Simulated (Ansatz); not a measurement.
C₂H₆Cl₂Si (`CC[SiH](Cl)Cl`), relaxed with RKS PBE-D4/def2-SVP in Ansatz from a rough embedded geometry. The force threshold is 0.03 eV/Å; the program also tests the step.

The species carries charge 0 and has multiplicity 1.

Start:

```xyz
11

C     0.059    1.256   -0.753
C     0.580    0.237    0.294
Si   -0.384   -1.343    0.379
Cl    0.346   -2.580    1.697
Cl   -2.322   -0.971    1.013
H    -0.908    1.631   -0.500
H     0.742    2.172   -0.697
H     0.100    0.918   -1.748
H     0.603    0.714    1.250
H     1.631   -0.007    0.043
H    -0.449   -2.025   -0.977
```

(1) By how much does the energy fall, and how many steps does the optimiser take? (Estimate.)

(2) Which bonds change most? (Best estimate.)

(3) Give the relaxed structure. (Estimate.)

## Answers

(1) The calculation gave: 37.32 kJ/mol, in 4 steps, 1 of them rejected.

(2) Computed: Si3–Cl4 from 1.949 to 2.080 Å; C1–H8 from 1.051 to 1.110 Å; C2–H9 from 1.069 to 1.111 Å; C1–H6 from 1.067 to 1.109 Å.

(3) The calculation gave: 
```xyz
11

C     0.079    1.283   -0.726
C     0.610    0.261    0.291
Si   -0.400   -1.320    0.349
Cl    0.430   -2.639    1.728
Cl   -2.347   -0.864    0.930
H    -0.963    1.579   -0.490
H     0.698    2.203   -0.733
H     0.084    0.874   -1.758
H     0.626    0.682    1.319
H     1.658   -0.035    0.061
H    -0.476   -2.023   -0.972
```
